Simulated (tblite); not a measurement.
Run record: tight-binding relaxation, `C(NC(=O)C/C=C\[SiH3])C`.

Computed with GFN2-xTB geometry optimisation, gas phase (tblite 0.8.0). Start geometry: from a force field or distance geometry. The input is one job of a driver script: a line of settings, then coordinates in Å.

Command:
```bash
OMP_NUM_THREADS=1 python probes_run.py task.json out
```

Input:
```
{"job": {"kind": "relax", "xc": "GFN2-xTB", "basis": "xTB"}, "charge": 0, "multiplicity": 1}
C     -2.507400     1.699400     0.062100
C     -2.617100     0.192700     0.006700
N     -1.293800    -0.429900    -0.009800
C     -0.596300    -0.687300     1.131500
O     -1.010000    -0.435600     2.273900
C      0.767700    -1.318200     0.893700
C      1.827100    -0.239600     0.918200
C      2.596700     0.209100    -0.085200
Si     2.628900    -0.303400    -1.847700
H     -3.519200     2.147400     0.064000
H     -1.996500     2.036100     0.963100
H     -1.968700     2.082200    -0.800800
H     -3.172500    -0.180100     0.895000
H     -3.135800    -0.129200    -0.891300
H     -0.876100    -0.599700    -0.909000
H      0.964300    -2.038800     1.709500
H      0.765500    -1.880600    -0.036300
H      1.966400     0.212000     1.902100
H      3.305500     0.997500     0.126800
H      3.209600     0.785200    -2.671200
H      1.227800    -0.564700    -2.292200
H      3.423400    -1.535300    -2.008000
```

Question: Estimate the output.

Answer: 
```
step      E/eV     max force
  0    -766.49026    2.193
  1    -766.55022    2.280
  2    -766.58968    0.395
  3    -766.60013    0.252
  4    -766.61276    0.243
  5    -766.61828    0.214
  6    -766.62474    0.210
  7    -766.62964    0.174
  8    -766.63341    0.156
  9    -766.63571    0.097
... (55 lines left out)
 65    -766.70325    0.023
 66    -766.70336    0.027
 67    -766.70345    0.024
 68    -766.70352    0.018
 69    -766.70357    0.016
 70    -766.70361    0.016
 71    -766.70365    0.013
 72    -766.70368    0.013
 73    -766.70370    0.011
 74    -766.70372    0.010
```

«max force» is the largest atomic force in eV/Å.

Question: From which step on does the largest force stay under 0.1 eV/Å, and how much energy is left to gain from there?

Answer: From step 48 (0.098 eV/Å), 12.5 meV above the end.

Main results: energy lowered by 4.9 kcal/mol over 74 steps; largest atomic force 0.010 eV/Å at the end.

Question: Give the final coordinates.

Answer: 0.338 Å rms from the input after alignment:
```
atom  x, y, z in Å
C1    -2.3796    1.7604   -0.0546
C2    -2.4441    0.2430    0.0762
N3    -1.1232   -0.3439    0.0708
C4    -0.6055   -1.0047    1.1271
O5    -1.2263   -1.2525    2.1364
C6     0.8577   -1.4047    0.9181
C7     1.6981   -0.1711    0.9525
C8     2.3278    0.3621   -0.0892
Si9    2.4169   -0.3276   -1.8383
H10   -3.3806    2.1804   -0.0139
H11   -1.7907    2.1832    0.7557
H12   -1.9233    2.0428   -1.0015
H13   -2.9043   -0.0434    1.0244
H14   -3.0326   -0.1806   -0.7455
H15   -0.5207   -0.1236   -0.7073
H16    1.1348   -2.0746    1.7340
H17    0.9634   -1.9236   -0.0354
H18    1.7352    0.3105    1.9240
H19    2.8814    1.2768    0.0871
H20    3.1908    0.6066   -2.6554
H21    1.0698   -0.4454   -2.4226
H22    3.0445   -1.6506   -1.8476
```

Question: Estimate the wall time. Hardware: an Arm Neoverse N1 with one thread, on a shared host.

Answer: About 1.1 s.
Labels such as C1 count atoms from 1, the log's own numbers from 0.
